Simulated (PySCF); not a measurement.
# TPSS on Cl⁺ (chlorine, charge +1)

Configuration: [Ne] 3s2 3p4, high-spin 3P determinant. Computed with PySCF 2.14 in x2c-SVPall, with scalar relativity by spin-free X2C-1e.

```json
{"Total energy": "-460.9367 hartree", "One-electron energy": "-628.8761 hartree", "Hartree (Coulomb) energy": "195.9498 hartree", "Exchange-correlation energy": "-28.0104 hartree", "⟨S²⟩": "2.0028", "⟨L²⟩": "2.009", "Sum of ⟨r⟩": "13.37 bohr", "Sum of ⟨r²⟩": "20.88 bohr²", "Traceless quadrupole moment −½Σ⟨3z² − r²⟩ along its main axis": "-1.43 e·bohr²", "Langevin diamagnetic susceptibility": "-16.5 ×10⁻⁶ cm³/mol", "Time after the integrals": "0.28 s of wall time on 1 thread of Neoverse-N1 (shared host)"}
```

```tsv
shell	electrons	mean orbital energy (hartree)	spread (hartree)	rms radius, mean of both spins (bohr)
1s α	1	-101.84602	0	0.105
1s β	1	-101.83251	0	0.105
2s α	1	-9.83113	0	0.482
2s β	1	-9.81943	0	0.482
2p α	3	-7.55457	0.02694	0.454
2p β	3	-7.53715	0.01196	0.454
3s α	1	-1.23893	0	1.61
3s β	1	-1.13602	0	1.61
3p α	3	-0.75829	0.06206	1.87
3p β	1	-0.68575	0	1.87
```

Densities and radii are taken from the X2C orbitals without a picture-change correction, which distorts them close to the nucleus.
